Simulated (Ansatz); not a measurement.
Born–Oppenheimer molecular dynamics of FH$_{7}$O$_{2}$Si$_{3}$ (13 atoms, charge 0, multiplicity 1). It starts from a relaxed structure.

Computed with RKS PBE-D4/def2-SVP in Ansatz.

```
ensemble                      : NVE (velocity Verlet)
time step                     : 0.5 fs
steps asked                   : 100
starting velocities drawn for : 700 K
masses                        : H 3.016 u
seed                          : 51937
```

First frame:

```xyz
13
Properties=species:S:1:pos:R:3
Si 0.099 -0.011 0.185
H 0.068 0.887 1.367
O 1.646 -0.151 -0.369
Si 2.615 -1.325 -1.094
H 1.906 -1.946 -2.266
H 3.865 -0.642 -1.560
H 2.961 -2.395 -0.097
F -0.833 0.644 -0.980
O -0.486 -1.518 0.525
Si -1.833 -2.516 0.645
H -2.188 -2.695 2.094
H -2.999 -1.915 -0.089
H -1.485 -3.848 0.046
```

(1) How far do the bonds stretch over the last three quarters of this one trajectory? (Pairs bonded in most of those frames.)

## Answers

(1) 
```csv
bond,mean (Å),spread (Å),shortest,longest
Si1–H2,1.479,0.028,1.44,1.53
Si1–O3,1.653,0.011,1.64,1.67
Si1–F8,1.637,0.013,1.62,1.66
Si1–O9,1.659,0.024,1.63,1.69
O3–Si4,1.682,0.016,1.66,1.70
Si4–H5,1.497,0.063,1.42,1.60
Si4–H6,1.516,0.028,1.47,1.55
Si4–H7,1.534,0.064,1.42,1.61
O9–Si10,1.687,0.017,1.65,1.73
Si10–H11,1.504,0.013,1.49,1.53
Si10–H12,1.499,0.053,1.43,1.59
Si10–H13,1.508,0.010,1.49,1.53
```

Mean temperature of the second half: 408 K. The conserved energy stayed within 0.081 meV per atom of its start (net change 0.027 meV per atom), so the integration is sound. A run of 0.05 ps of so small a system gives no equilibrium averages.

Time of the run: 2.9 min on 4 threads of Arm Neoverse V1, with other jobs on the host, peak memory 0.18 GiB.
